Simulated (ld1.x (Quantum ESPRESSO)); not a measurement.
**BP86 TM dataset for Mn, scalar-relativistic all-electron reference.**

manganese, norm-conserving Troullier–Martins (Kleinman–Bylander form), made with ld1.x (Quantum ESPRESSO) 7.5 (BP86, scalar-relativistic). Core [Ar], reference 3d5 4s1.5 4p0.5. Waves: 4p (bound): rc 2.60 bohr; 3d (bound): rc 1.35 bohr; 4f channel at 0.3 Ry: rc 2.00 bohr; 4s (bound): rc 2.60 bohr. Local part: the s channel. Core correction: Bessel-smoothed model core inside 1.10 bohr.

All-electron outer shells of the reference configuration (BP86, scalar-relativistic, ld1.x):

```tsv
shell	level (eV)	outermost node (bohr)	outermost maximum (bohr)
3s	-86.81	0.34	0.74
3p	-55.53	0.31	0.75
3d	-7.72	–	0.76
4s	-5.79	1.05	2.47
4p	-1.90	1.16	3.34
```

(1) Estimate the cutoffs (Ry, on a coarse ladder) from which the occupation-weighted sum of valence levels, in a spherical-Bessel basis at the reference potential, stays within 10 and 1 mRy of its value at 400 Ry.

(2) Does the potential have ghost states?

(3) Which valence shell sets the plane-wave cutoff?

(4) Tests: 3d5 4s2 4p0; 3d5 4s1 4p0; 3d5 4s0 4p0; 3d5.5 4s1.5 4p0; 3d4 4s2 4p0; 3d5 4s1 4p1; 3d5 4s0 4p2. Which has the largest error in its energy relative to the reference configuration, and how large is it?

## Answers

(1) 120 Ry and 140 Ry.

(2) No extra level below or beside the all-electron valence levels (p, d, f, s tested).

(3) 3d: its level needs 120 Ry to come within 1 mRy, against 18 Ry for 4s.

(4) 3d4 4s2 4p0, with -382 meV (all-electron minus pseudo) on +11.41 eV.
